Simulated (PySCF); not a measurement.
PBE0-D3(BJ)/def2-TZVP geometry optimisation, gas phase with PySCF 2.14 and geomeTRIC: TiI2, charge 0, multiplicity 3. Start (model start, shaken):

```
3

Ti    0.0000    0.0045   -0.0041
I    -0.0134   -0.0068    2.6651
I     0.0009    0.0201   -2.6874
```

| step | E − E(start) / kcal mol⁻¹ | largest force / Eh bohr⁻¹ |
| --- | --- | --- |
| 0 | 0.00 | 0.01341 |
| 1 | -1.08 | 0.00504 |
| 2 | -1.22 | 0.00072 |
| 3 | -1.22 | 0.00004 |

The optimisation met its thresholds. End point:

```
3

Ti   -0.0004    0.0047   -0.0088
I    -0.0136   -0.0080    2.5900
I     0.0016    0.0211   -2.6076
```

Metal–donor distances, start → end: I2 2.669 → 2.599 Å, I3 2.683 → 2.599 Å.

No frequencies were computed, so the end point may be a saddle point.

The job took 80 s on one thread of Arm Neoverse V2 (shared host), with 145 basis functions and a peak of 0.56 GiB, launched as `OMP_NUM_THREADS=1 python lf_run.py task.json out`.
